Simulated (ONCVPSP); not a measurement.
## Reading a pseudo-wave (B (Z = 5))

Columns: radius, all-electron u(r) and pseudo u(r) of the 2s shell (level -9.44 eV) of boron in the configuration [He] 2s2 2p1; PBE, scalar-relativistic, ONCV scheme, ONCVPSP 4.0.1.

```json
{"r (bohr)": "0.115", "all-electron": "-0.2846", "pseudo": "0.0457"}
{"r (bohr)": "0.230", "all-electron": "-0.2831", "pseudo": "0.0965"}
{"r (bohr)": "0.345", "all-electron": "-0.1621", "pseudo": "0.1552"}
{"r (bohr)": "0.460", "all-electron": "-0.0011", "pseudo": "0.2216"}
{"r (bohr)": "0.575", "all-electron": "0.1616", "pseudo": "0.2945"}
{"r (bohr)": "0.690", "all-electron": "0.3086", "pseudo": "0.3722"}
{"r (bohr)": "0.805", "all-electron": "0.4329", "pseudo": "0.4531"}
{"r (bohr)": "0.920", "all-electron": "0.5340", "pseudo": "0.5331"}
{"r (bohr)": "1.035", "all-electron": "0.6123", "pseudo": "0.6060"}
{"r (bohr)": "1.150", "all-electron": "0.6692", "pseudo": "0.6650"}
{"r (bohr)": "1.265", "all-electron": "0.7070", "pseudo": "0.7057"}
{"r (bohr)": "1.380", "all-electron": "0.7285", "pseudo": "0.7284"}
{"r (bohr)": "1.495", "all-electron": "0.7365", "pseudo": "0.7365"}
{"r (bohr)": "1.610", "all-electron": "0.7334", "pseudo": "0.7334"}
{"r (bohr)": "1.725", "all-electron": "0.7215", "pseudo": "0.7215"}
{"r (bohr)": "1.840", "all-electron": "0.7028", "pseudo": "0.7028"}
{"r (bohr)": "1.955", "all-electron": "0.6791", "pseudo": "0.6790"}
{"r (bohr)": "2.070", "all-electron": "0.6516", "pseudo": "0.6516"}
{"r (bohr)": "2.185", "all-electron": "0.6216", "pseudo": "0.6216"}
{"r (bohr)": "2.300", "all-electron": "0.5901", "pseudo": "0.5901"}
{"r (bohr)": "2.415", "all-electron": "0.5578", "pseudo": "0.5578"}
{"r (bohr)": "2.530", "all-electron": "0.5254", "pseudo": "0.5254"}
{"r (bohr)": "2.645", "all-electron": "0.4932", "pseudo": "0.4932"}
{"r (bohr)": "2.760", "all-electron": "0.4617", "pseudo": "0.4617"}
{"r (bohr)": "2.875", "all-electron": "0.4312", "pseudo": "0.4312"}
{"r (bohr)": "2.990", "all-electron": "0.4019", "pseudo": "0.4019"}
```

Question: How many radial nodes do the two functions have?

Answer: The all-electron 2s function has n − l − 1 = 1; the pseudo-wave has 0, since the states of the same l below it are removed with the core.

Question: At about which radius was the pseudo-wave matched?

Answer: 1.50 bohr. The columns agree to 0.0005 from 1.38 bohr on; several derivatives are matched, so the curves merge somewhat inside the radius.

Question: Is the pseudo-wave norm-conserving?

Answer: Yes: the ONCV scheme keeps the norm inside the radius equal to the all-electron one, which fixes the energy derivative of the logarithmic derivative at the level.
